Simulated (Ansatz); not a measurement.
Abridged output of a molecular run in Ansatz:

```
Functional definition: HF
1554 factors; integrals over basis functions are off by at most 8.6e-4 eV
mean field evaluation 1: about -25390.3286 eV, gradient 2.8e1 eV
mean field evaluation 2: about -25390.5289 eV, gradient 2.8e1 eV
mean field evaluation 4: about -25392.5040 eV, gradient 3.8e0 eV
mean field evaluation 8: about -25392.5545 eV, gradient 3.5e-1 eV
mean field -25392.55506850 eV, -933.1591870755 hartree, gradient 5.9e-6 eV, S^2 0.000000; 0 other end points of the search recorded, 0 dependent functions left out
12 core orbitals not correlated: weight in the atoms' cores, before any rotation towards them, 1.000 or more for the frozen orbitals, at most 0.000 for the correlated occupied ones
reference -25392.55506850 eV, -933.1591870755 hartree; 21, 21 occupied and 194, 194 virtual orbitals, 1554 factors
second order -34.73475046 eV of doubles, -0.00000000 eV of singles
cycle   1  -33.83608858 eV  change    9.0e-1 eV  update   1.2e-1
cycle   2  -34.61258624 eV  change   -7.8e-1 eV  update   3.3e-2
cycle   3  -34.75109311 eV  change   -1.4e-1 eV  update   1.5e-2
cycle   4  -34.73018731 eV  change    2.1e-2 eV  update   3.3e-3
cycle   5  -34.72785201 eV  change    2.3e-3 eV  update   1.5e-3
cycle   6  -34.72955403 eV  change   -1.7e-3 eV  update   5.1e-4
cycle   7  -34.72956082 eV  change   -6.8e-6 eV  update   2.2e-4
cycle   8  -34.72937729 eV  change    1.8e-4 eV  update   8.6e-5
cycle   9  -34.72939011 eV  change   -1.3e-5 eV  update   3.3e-5
perturbative correction -1.16489697 eV, -0.0428091741 hartree
Total energy: -25428.44935558 eV, -934.4782777956 hartree
```

Its atoms:

```xyz
8

F    -0.389    1.443   -1.078
C    -0.377    0.668    0.045
Cl   -2.044    0.221    0.440
C     0.483   -0.536   -0.236
I     0.880   -1.667    1.520
H    -0.004    1.270    0.875
H     1.448   -0.201   -0.613
H     0.004   -1.198   -0.953
```

(1) Which basis set was used?
A. def2-QZVPP
B. def2-TZVPP
C. def2-SVPD
D. def2-TZVPPD

(2) Write the keys of the input that set method, charge and spin (a neutral closed shell needs none for the last two).

Results:

(1) B. It gives 227 functions.

(2) 
```yaml
correlation: {method: ccsd_t}
```
